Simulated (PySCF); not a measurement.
Constitutional and geometric isomers with formula H2B3N. All species are isolated molecules in the gas phase. One relaxed conformer stands for each flexible species; it need not be the lowest. Strings in code marks are SMILES.

The S1 excitation (TDA) from two functionals at the same geometries (B3LYP-D3(BJ)/def2-TZVP), both in PySCF: PBE-D3(BJ)/def2-TZVP and ωB97X-D3(BJ)/def2-TZVP. Excitations are Tamm–Dancoff values on a coarser integration grid. The basis has no diffuse functions, so Rydberg states are missing or too high.

```csv
species,PBE-D3(BJ)/def2-TZVP (eV),ωB97X-D3(BJ)/def2-TZVP (eV)
`B1B(B=1)N`,1.57,1.19
`N=BB=B`,2.25,3.86
`B=BN=B`,2.58,3.58
```

Over these rows, drawn at random from the members with no instability flagged (it was tested for open shells, ions and some series alone), PBE minus ωB97X-D3(BJ): mean -0.74 eV, from -1.61 eV to +0.39 eV.
